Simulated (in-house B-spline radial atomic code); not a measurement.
Cr. Computed with a B-spline radial atomic code. Model: non-relativistic spherical atom: semilocal Troullier-Martins pseudo-atom, one channel per l, against all electrons, high spin, G0W0 and RPA with empty states to l = 8, local potential for every l without a channel, a model core (radius 0 = none) keeps its share of the functional.

What the tables leave out is listed at the end.

The pseudopotential gives back the lowest level of each angular momentum of its own functional in the configuration it was made in; a second state of the same l is only approximately right. Exact exchange, RPA and GW see the smooth pseudo-orbitals and miss the exchange with the core, for which the functional's share stands in. The column with an uncorrelated core keeps all orbitals and exact exchange, and so separates missing core correlation from pseudisation. Only the three outermost levels and the lowest empty one were computed. RPA here is direct RPA, with no exchange kernel, and its energies carry an (l + 1/2)⁻⁴ tail. A hybrid on a potential with a model core restores only its own semilocal share of the core's exchange.

Command:
```bash
python run_psgw.py task.json out
```
Settings (lengths in bohr, energies in hartree):
```
Z                      24
electrons              24
configuration          [Ar] 3d5 4s1
generated_in           [Ar] 3d5 4s1
functional             lda,vwn
core_shells            3
radius_factor          1.15
core_correction        False
ion_configuration      [Ar] 3d5
```

Time taken, with all properties: 60 s on 1 thread of Intel(R) Xeon(R) Platinum 8259CL CPU @ 2.50GHz (Skylake/Cascade Lake), on a shared host.

Given: made with LDA VWN5; model core radius 0 bohr; local radius 1.178 bohr; mean-field start PBE0.

Valence shells of the generating configuration: 3s, 3p, 4s, 3d.

Channel: s 0.899, p 0.917, d 2.76 (radii in bohr).

Computed: largest level miss in the spin-unpolarised generating configuration 0.035 eV; valence RPA correlation energy pseudo -0.74387 hartree; all-electron RPA polarisability, core included 43.227 bohr³; ionisation by mean-field all-electron 6.9264 eV; ionisation by mean-field pseudo minus all -0.047 eV; ionisation by RPA all-electron 7.1765 eV; ionisation by RPA pseudo minus all 0.135 eV.

| level | occupied | mean-field all-electron (eV) | mean-field pseudo minus all (eV) | G0W0 all-electron (eV) | G0W0 uncorrelated core minus all (eV) | G0W0 pseudo minus all (eV) | exchange self-energy all-electron (eV) | exchange self-energy pseudo (eV) |
| --- | --- | --- | --- | --- | --- | --- | --- | --- |
| 4s up | 1 | -4.8496 | 0.054 | -7.1889 | 0.007 | -0.045 | -9.7467 | -9.4627 |

(1) What is the pseudo-atom RPA polarisability?

(2) What is the valence RPA correlation energy all-electron orbitals?

Given: mean-field start Hartree-Fock.

Computed: valence RPA correlation energy pseudo -0.64615 hartree; all-electron RPA polarisability, core included 34.084 bohr³; pseudo-atom RPA polarisability 32.5 bohr³; ionisation by mean-field all-electron 5.9017 eV; ionisation by mean-field pseudo minus all 0.149 eV; ionisation by RPA pseudo minus all 0.168 eV.

| level | occupied | mean-field all-electron (eV) | mean-field pseudo minus all (eV) | G0W0 all-electron (eV) | G0W0 uncorrelated core minus all (eV) | G0W0 pseudo minus all (eV) | exchange self-energy all-electron (eV) | exchange self-energy pseudo (eV) |
| --- | --- | --- | --- | --- | --- | --- | --- | --- |
| 4s up | 1 | -6.0422 | -0.168 | -6.815 | 0.006 | -0.207 | -8.7077 | -8.8102 |
| 3d up | 1 | -10.169 | 0.129 | -9.1246 | 0.089 | -0.291 | -33.629 | -28.395 |
| 3p down | 1 | -50.065 | -1.551 | -47.852 | 0.135 | -1.701 | -40.779 | -36.96 |

(3) What is the valence RPA correlation energy all-electron orbitals?

(4) What is the ionisation by RPA all-electron?

## Answers

(1) 43.387 bohr³.

(2) -0.83437 hartree.

(3) -0.71486 hartree.

(4) 6.7917 eV.

Among the listed levels the largest G0W0 shift of the pseudo-atom is -1.70 eV, for 3p down on the Hartree-Fock start, while leaving the core uncorrelated moves that level by +0.14 eV. So pseudisation and the lost core exchange, not the missing core correlation, make the error. Not in the tables (levels of low weight, unsolved or above zero; the highest and the empty levels are kept at any weight): on LDA, a start not tabulated, the G0W0 levels 3d up (pseudo minus all -0.26 eV, weights 0.52 and 0.53), 4s up (pseudo minus all -0.10 eV, weights 0.79 and 0.79), 3p down (pseudo minus all -2.40 eV, weights 0.03 and 0.44), 4s down (pseudo minus all +0.01 eV, weights 0.82 and 0.82); on PBE0 the G0W0 levels 3d up (pseudo minus all -0.23 eV, weights 0.72 and 0.70), 3p down (pseudo minus all -1.11 eV, weights 0.63 and 0.66), 4p up (pseudo minus all +0.01 eV, weights 0.94 and 0.94).
